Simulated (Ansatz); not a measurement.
Coupled-cluster diagnostics for (LiBr)3 ring (Li₃Br₃), Ansatz.

Geometry of the singlet (B3LYP-D4/def2-SVP):

```tsv
atom	x (Å)	y (Å)	z (Å)
Li1	-1.3343	1.2571	-0.7529
Br2	-0.1762	2.3917	0.9235
Li3	1.1984	0.5873	1.4650
Br4	1.7302	-1.6301	0.9762
Li5	0.1359	-1.8443	-0.7121
Br6	-1.5540	-0.7616	-1.8997
```

Correlated methods freeze 27 core orbitals; core or outer-core shells of Li, Br are correlated, in sets that lack core-valence functions. In CCSD on the charge 1 doublet the largest single amplitude is 0.24, so its Hartree–Fock determinant may place the open shell otherwise than the density functionals do.

(1) Estimate the CCSD(T) correlation energy, the shares of MP2 and (T), T1 and the reference's ⟨S²⟩ for: charge 0, singlet, own geometry in def2-SVP; charge 1, doublet, vertical in def2-SVP; and the rough time on 4 threads of Arm Neoverse V1 on a shared host.

Answers

(1) 
```json
{"state": "charge 0, singlet, own geometry", "basis": "def2-SVP", "correlation (eV)": "-20.197", "MP2 share (%)": "97.6", "(T) share (%)": "1.7", "T1": "0.004", "⟨S²⟩ (pure)": "0.00 (0.00)", "wall time": "18 s"}
{"state": "charge 1, doublet, vertical", "basis": "def2-SVP", "correlation (eV)": "-19.633", "MP2 share (%)": "96.6", "(T) share (%)": "1.8", "T1": "0.023", "⟨S²⟩ (pure)": "0.76 (0.75)", "wall time": "85 s"}
```
Customary marks for T1 are 0.02 (closed shells), 0.045 (open shells) and about 0.05 (3d metals). T1 exceeds 0.02 in 1 of 2 rows and 0.045 in 0; the higher it lies, the less the single-reference result can be trusted.
